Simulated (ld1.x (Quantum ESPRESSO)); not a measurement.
Pseudopotential generation for Co (Z = 27): TM, PBEsol, fully relativistic.

ld1.x (Quantum ESPRESSO) 7.5 was run on this input:

```
&input
   title='Co', zed=27., rel=2, dft='PBESOL', iswitch=3,
   config='[Ar] 3d7 4s1 4p0', rel_dist='average',
   nld=5, rlderiv=2.40, eminld=-3.0, emaxld=5.0, deld=0.02
 /
 &inputp
   pseudotype=2, tm=.true., lloc=-2, rcloc=1.60,
   nlcc=.true.,
   file_pseudopw='Co.UPF', file_wfcaegen='ae.wfc', file_wfcncgen='nc.wfc', file_beta='beta', file_chi='chi'
 /
3
4S  1  0   1.00   0.00  2.20  2.20  0.0
4P  2  1   0.00   0.00  2.00  2.00  0.0
3D  3  2   7.00   0.00  1.10  1.10  0.0
 &test
   configts(1)='3d7 4s1 4p0'
 /
```

Command:

```bash
ld1.x < Co.in > Co.out
```

The program printed (shortened: banner, matrices, multipoles, cross overlaps and the repeated all-electron block are left out):

```
Program LD1 v.7.5
     --------------------------- All-electron run ----------------------------

     Co
     dirac relativistic calculation

     atomic number is 27.00
     dft =PBESOL   lsd =0 sic =0 latt =0  beta=0.20 tr2=1.0E-14
     Exchange-correlation= PBESOL
                           (   1   4  10   8   0   0   0)
     mesh =1193 r(mesh) =  99.89935 a.u. xmin = -7.00 dx = 0.01250
     1 Ry =  13.60569312 eV, c = 137.03599908

     n l j   nl                  e(Ry)          e(Ha)          e(eV)
     Spin orbit split results
     1 0 0.5 1S 1( 2.00)      -558.0529      -279.0264     -7592.6963
     2 0 0.5 2S 1( 2.00)       -66.6252       -33.3126      -906.4823
     2 1 0.5 2P 1( 2.00)       -57.9029       -28.9514      -787.8086
     2 1 1.5 2P 1( 4.00)       -56.8149       -28.4075      -773.0065
     3 0 0.5 3S 1( 2.00)        -8.1538        -4.0769      -110.9376
     3 1 0.5 3P 1( 2.00)        -5.5547        -2.7774       -75.5761
     3 1 1.5 3P 1( 4.00)        -5.4186        -2.7093       -73.7237
     3 2 1.5 3D 1( 2.80)        -1.2572        -0.6286       -17.1045
     3 2 2.5 3D 1( 4.20)        -1.2428        -0.6214       -16.9096
     4 0 0.5 4S 1( 1.00)        -0.9376        -0.4688       -12.7568
     4 1 0.5 4P 1( 0.00)        -0.5497        -0.2749        -7.4795
     4 1 1.5 4P 1( 0.00)        -0.5429        -0.2714        -7.3860
     Averaged results
     1 0     1S 1( 2.00)      -558.0529      -279.0264     -7592.6963
     2 0     2S 1( 2.00)       -66.6252       -33.3126      -906.4823
     2 1     2P 1( 6.00)       -57.1776       -28.5888      -777.9406
     3 0     3S 1( 2.00)        -8.1538        -4.0769      -110.9376
     3 1     3P 1( 6.00)        -5.4640        -2.7320       -74.3411
     3 2     3D 1( 7.00)        -1.2486        -0.6243       -16.9876
     4 0     4S 1( 1.00)        -0.9376        -0.4688       -12.7568
     4 1     4P 1( 0.00)        -0.5452        -0.2726        -7.4171

     final scf error:  8.4E-15 reached in  30 iterations

     Etot =   -2783.206780 Ry,   -1391.603390 Ha,  -37867.457349 eV

     Ekin =    2824.721399 Ry,    1412.360700 Ha,   38432.292515 eV
     Encl =   -6660.031795 Ry,   -3330.015898 Ha,  -90614.348792 eV
     Eh   =    1167.888164 Ry,     583.944082 Ha,   15889.927965 eV
     Exc  =    -115.784549 Ry,     -57.892274 Ha,   -1575.329036 eV

     normalization and overlap integrals

     s(1S/1S) =  1.000000  <r> =   0.0562  <r2> =    0.0043  r(max) =   0.0370
     s(2S/2S) =  1.000000  <r> =   0.2555  <r2> =    0.0771  r(max) =   0.2131
     s(2P/2P) =  1.000000  <r> =   0.2229  <r2> =    0.0611  r(max) =   0.1702
     s(2P/2P) =  1.000000  <r> =   0.2261  <r2> =    0.0627  r(max) =   0.1723
     s(3S/3S) =  1.000000  <r> =   0.7746  <r2> =    0.6934  r(max) =   0.6731
     s(3P/3P) =  1.000000  <r> =   0.8104  <r2> =    0.7758  r(max) =   0.6731
     s(3P/3P) =  1.000000  <r> =   0.8202  <r2> =    0.7947  r(max) =   0.6816
     s(3D/3D) =  1.000000  <r> =   1.0436  <r2> =    1.4454  r(max) =   0.6648
     s(3D/3D) =  1.000000  <r> =   1.0499  <r2> =    1.4636  r(max) =   0.6648
     s(4S/4S) =  1.000000  <r> =   2.6117  <r2> =    7.8213  r(max) =   2.2071
     s(4P/4P) =  1.000000  <r> =   3.3179  <r2> =   12.7485  r(max) =   2.7296
     s(4P/4P) =  1.000000  <r> =   3.3509  <r2> =   12.9969  r(max) =   2.7640

     ------------------------ End of All-electron run ------------------------

     --------------------- Generating NC pseudopotential ---------------------

      Generating local potential from pseudized AE potential:
      Matching radius rcloc =   1.6000
      Enforcing V''(0)=0 (lloc=-2)

      Local pseudo, rcloc= 1.615 Estimated cut-off energy=    12.22 Ry

      Computing core charge for nlcc:

       r > 0.44 : true rho core
       r < 0.44 : rho core = a sin(br)/r    a=  24.73  b=   4.64

      Integrated core pseudo-charge :   9.74

     Fully relativistic calculation: |psi|^2

     Wfc 4S LC norm =  0.99995888 SC norm =  0.00003783 missing  0.00000329

     Wfc 4P LC norm =  0.99997444 SC norm =  0.00002522 missing  0.00000035

     Wfc 4P LC norm =  0.99997486 SC norm =  0.00001970 missing  0.00000544

     Wfc 3D LC norm =  0.99978345 SC norm =  0.00021652 missing  0.00000003

     Wfc 3D LC norm =  0.99978528 SC norm =  0.00021380 missing  0.00000092

      Wfc   4S  rcut= 2.180  Using Troullier-Martins method

      Wfc   4P  rcut= 2.022  Using Troullier-Martins method

      Wfc   4P  rcut= 2.022  Using Troullier-Martins method

      Wfc   3D  rcut= 1.110  Using Troullier-Martins method

      Wfc   3D  rcut= 1.110  Using Troullier-Martins method

     ------------------- End of pseudopotential generation -------------------

     Computing logarithmic derivative in   2.39392
     Computing logarithmic derivative in   2.39392
     Computing the partial wave expansion
     R is outside the sphere for l=    0 j= 0.50
     R is outside the sphere for l=    1 j= 0.50
     R is outside the sphere for l=    1 j= 1.50
     R is outside the sphere for l=    2 j= 1.50
     R is outside the sphere for l=    2 j= 2.50

     ---------------------- Testing the pseudopotential ----------------------

     Co
     dirac relativistic calculation

     atomic number is 27.00   valence charge is  9.00
     dft =PBESOL   lsd =0 sic =0 latt =0  beta=0.20 tr2=1.0E-14
     mesh =1193 r(mesh) =  99.89935 xmin = -7.00 dx = 0.01250

     n l  j  nl             e AE (Ry)       e PS (Ry)    De AE-PS (Ry)
     3 2 1.5 3D   1( 2.80)       -1.25716       -1.25711       -0.00005
     3 2 2.5 3D   1( 4.20)       -1.24283       -1.24287        0.00004
     1 0 0.5 4S   1( 1.00)       -0.93760       -0.93761        0.00000
     2 1 0.5 4P   1( 0.00)       -0.54973       -0.54973       -0.00001
     2 1 1.5 4P   1( 0.00)       -0.54286       -0.54286       -0.00000

     eps = 3.7E-15  iter =  9

     Etot =   -2783.206780 Ry,   -1391.603390 Ha,  -37867.457349 eV
     Etotps =   -77.238510 Ry,     -38.619255 Ha,   -1050.883458 eV

     Ekin =      99.573077 Ry,      49.786539 Ha,    1354.760732 eV
     Encl =    -119.930381 Ry,     -59.965191 Ha,   -1631.735963 eV
     Ehrt =      49.674466 Ry,      24.837233 Ha,     675.855541 eV
     Ecxc =     -34.517687 Ry,     -17.258844 Ha,    -469.637059 eV
     (Ecc =     -19.209020 Ry,      -9.604510 Ha,    -261.352037 eV)
     Epseu=     -72.037984 Ry,     -36.018992 Ha,    -980.126709 eV

     ---------------------- End of pseudopotential test ----------------------
```

Generation and configuration tests took about 3.2 s on one core of a shared server CPU.

Transferability test of the new file with ld1.x, input:

```
&input
   title='Co', zed=27., rel=2, dft='PBESOL', iswitch=2,
   config='[Ar] 3d7 4s1 4p0', rel_dist='average'
 /
 &test
   file_pseudo='Co.UPF', nconf=8,
   configts(1)='3d7 4s1 4p0',
   configts(2)='3d7 4s2 4p0',
   configts(3)='3d7 4s0 4p0',
   configts(4)='3d6 4s0 4p0',
   configts(5)='3d6 4s2 4p0',
   configts(6)='3d7 4s0 4p2',
   configts(7)='3d8 4s0 4p0',
   configts(8)='3d8 4s1 4p0'
 /
```

```bash
ld1.x < Co.test.in > Co.test.out
```

Pseudopotential blocks of its output, shortened (energy terms left out):

```
     ---------------------- Testing the pseudopotential ----------------------

     n l  j  nl             e AE (Ry)       e PS (Ry)    De AE-PS (Ry)
     3 2 1.5 3D   1( 2.80)       -1.25716       -1.25711       -0.00005
     3 2 2.5 3D   1( 4.20)       -1.24283       -1.24287        0.00004
     1 0 0.5 4S   1( 1.00)       -0.93760       -0.93761        0.00000
     2 1 0.5 4P   1( 0.00)       -0.54973       -0.54973       -0.00001
     2 1 1.5 4P   1( 0.00)       -0.54286       -0.54286       -0.00000

     eps = 6.3E-15  iter =  9

     Etot =   -2783.206780 Ry,   -1391.603390 Ha,  -37867.457349 eV
     Etotps =   -77.238510 Ry,     -38.619255 Ha,   -1050.883460 eV

     ---------------------- End of pseudopotential test ----------------------

          ---------------------- Testing the pseudopotential ----------------------

     n l  j  nl             e AE (Ry)       e PS (Ry)    De AE-PS (Ry)
     3 2 1.5 3D   1( 2.80)       -0.61336       -0.61933        0.00596  !
     3 2 2.5 3D   1( 4.20)       -0.59922       -0.60521        0.00599  !
     1 0 0.5 4S   1( 2.00)       -0.40339       -0.40282       -0.00058
     2 1 0.5 4P   1( 0.00)       -0.09413       -0.09409       -0.00004
     2 1 1.5 4P   1( 0.00)       -0.09049       -0.09047       -0.00001

     eps = 1.1E-15  iter = 10

     Etot =   -2783.871607 Ry,   -1391.935803 Ha,  -37876.502774 eV
     Etotps =   -77.902910 Ry,     -38.951455 Ha,   -1059.923087 eV
     dEtot_ae =      -0.664826 Ry
     dEtot_ps =      -0.664400 Ry,   Delta E=      -0.000426 Ry

     ---------------------- End of pseudopotential test ----------------------

          ---------------------- Testing the pseudopotential ----------------------

     n l  j  nl             e AE (Ry)       e PS (Ry)    De AE-PS (Ry)
     3 2 1.5 3D   1( 2.80)       -1.99568       -1.98994       -0.00574  !
     3 2 2.5 3D   1( 4.20)       -1.98109       -1.97551       -0.00558  !
     1 0 0.5 4S   1( 0.00)       -1.52363       -1.52736        0.00373
     2 1 0.5 4P   1( 0.00)       -1.06885       -1.07203        0.00318
     2 1 1.5 4P   1( 0.00)       -1.05876       -1.06197        0.00321

     eps = 6.4E-16  iter =  9

     Etot =   -2781.979563 Ry,   -1390.989782 Ha,  -37850.760215 eV
     Etotps =   -76.009857 Ry,     -38.004929 Ha,   -1034.166795 eV
     dEtot_ae =       1.227217 Ry
     dEtot_ps =       1.228652 Ry,   Delta E=      -0.001435 Ry

     ---------------------- End of pseudopotential test ----------------------

          ---------------------- Testing the pseudopotential ----------------------

     n l  j  nl             e AE (Ry)       e PS (Ry)    De AE-PS (Ry)
     3 2 1.5 3D   1( 2.40)       -3.32657       -3.37434        0.04777  !
     3 2 2.5 3D   1( 3.60)       -3.31029       -3.35794        0.04765  !
     1 0 0.5 4S   1( 0.00)       -2.36060       -2.37344        0.01283  !
     2 1 0.5 4P   1( 0.00)       -1.81277       -1.82131        0.00854  !
     2 1 1.5 4P   1( 0.00)       -1.79771       -1.80728        0.00957  !

     eps = 6.1E-15  iter =  9

     Etot =   -2779.345631 Ry,   -1389.672816 Ha,  -37814.923745 eV
     Etotps =   -73.358909 Ry,     -36.679455 Ha,    -998.098806 eV
     dEtot_ae =       3.861149 Ry
     dEtot_ps =       3.879601 Ry,   Delta E=      -0.018452 Ry

     ---------------------- End of pseudopotential test ----------------------

          ---------------------- Testing the pseudopotential ----------------------

     n l  j  nl             e AE (Ry)       e PS (Ry)    De AE-PS (Ry)
     3 2 1.5 3D   1( 2.40)       -1.68643       -1.72658        0.04016  !
     3 2 2.5 3D   1( 3.60)       -1.67068       -1.71062        0.03995  !
     1 0 0.5 4S   1( 2.00)       -1.06984       -1.06284       -0.00700  !
     2 1 0.5 4P   1( 0.00)       -0.64010       -0.63364       -0.00646  !
     2 1 1.5 4P   1( 0.00)       -0.63155       -0.62521       -0.00634  !

     eps = 1.2E-15  iter = 10

     Etot =   -2782.753648 Ry,   -1391.376824 Ha,  -37861.292173 eV
     Etotps =   -76.763027 Ry,     -38.381513 Ha,   -1044.414185 eV
     dEtot_ae =       0.453132 Ry
     dEtot_ps =       0.475483 Ry,   Delta E=      -0.022351 Ry

     ---------------------- End of pseudopotential test ----------------------

          ---------------------- Testing the pseudopotential ----------------------

     n l  j  nl             e AE (Ry)       e PS (Ry)    De AE-PS (Ry)
     3 2 1.5 3D   1( 2.80)       -0.85908       -0.86122        0.00214
     3 2 2.5 3D   1( 4.20)       -0.84472       -0.84694        0.00222
     1 0 0.5 4S   1( 0.00)       -0.55411       -0.55440        0.00029
     2 1 0.5 4P   1( 0.67)       -0.20884       -0.20890        0.00006
     2 1 1.5 4P   1( 1.33)       -0.20384       -0.20390        0.00006

     eps = 2.0E-15  iter = 11

     Etot =   -2783.209048 Ry,   -1391.604524 Ha,  -37867.488205 eV
     Etotps =   -77.240693 Ry,     -38.620346 Ha,   -1050.913162 eV
     dEtot_ae =      -0.002268 Ry
     dEtot_ps =      -0.002183 Ry,   Delta E=      -0.000085 Ry

     ---------------------- End of pseudopotential test ----------------------

          ---------------------- Testing the pseudopotential ----------------------

     n l  j  nl             e AE (Ry)       e PS (Ry)    De AE-PS (Ry)
     3 2 1.5 3D   1( 3.20)       -0.90610       -0.89127       -0.01483  !
     3 2 2.5 3D   1( 4.80)       -0.89310       -0.87859       -0.01451  !
     1 0 0.5 4S   1( 0.00)       -0.81189       -0.82259        0.01070  !
     2 1 0.5 4P   1( 0.00)       -0.46116       -0.46901        0.00784  !
     2 1 1.5 4P   1( 0.00)       -0.45564       -0.46344        0.00780  !

     eps = 1.6E-16  iter = 11

     Etot =   -2783.399571 Ry,   -1391.699785 Ha,  -37870.080401 eV
     Etotps =   -77.416609 Ry,     -38.708305 Ha,   -1053.306625 eV
     dEtot_ae =      -0.192791 Ry
     dEtot_ps =      -0.178099 Ry,   Delta E=      -0.014691 Ry

     ---------------------- End of pseudopotential test ----------------------

          ---------------------- Testing the pseudopotential ----------------------

     n l  j  nl             e AE (Ry)       e PS (Ry)    De AE-PS (Ry)
     3 2 1.5 3D   1( 3.20)       -0.32065       -0.31195       -0.00870  !
     3 2 2.5 3D   1( 4.80)       -0.30786       -0.29941       -0.00845  !
     1 0 0.5 4S   1( 1.00)       -0.32175       -0.32760        0.00585  !
     2 1 0.5 4P   1( 0.00)       -0.05737       -0.05987        0.00250
     2 1 1.5 4P   1( 0.00)       -0.05497       -0.05743        0.00246

     eps = 2.7E-15  iter = 10

     Etot =   -2783.960866 Ry,   -1391.980433 Ha,  -37877.717206 eV
     Etotps =   -77.986077 Ry,     -38.993039 Ha,   -1061.054636 eV
     dEtot_ae =      -0.754086 Ry
     dEtot_ps =      -0.747568 Ry,   Delta E=      -0.006518 Ry

     ---------------------- End of pseudopotential test ----------------------
```
